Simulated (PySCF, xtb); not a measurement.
C3H6FNSi, SMILES C#C[C@H](N)[SiH2]F. One conformer was computed; it need not be the lowest.

Harmonic wavenumbers (cm⁻¹) from GFN2-xTB in xtb at its own minimum, in rising order: 51, 109, 162, 201, 252, 283, 372, 454, 528, 565, 609, 672, 703, 711, 755, 802, 942, 953, 1086, 1118, 1164, 1304, 1546, 2281, 2337, 2373, 2875, 3389, 3396, 3423.

Q: What does PBE-D3(BJ)/def2-SVP (PySCF) give at its own minimum? (Estimate from the structure and the level; the computed values follow.)

A: 78, 87, 173, 212, 255, 302, 416, 480, 584, 603, 677, 700, 728, 817, 857, 877, 908, 926, 1068, 1130, 1143, 1326, 1573, 2148, 2173, 2194, 2951, 3390, 3407, 3480. Paired by order, the mean absolute difference is 48 cm⁻¹ and the zero-point energies are 50.6 and 51.0 kcal/mol.
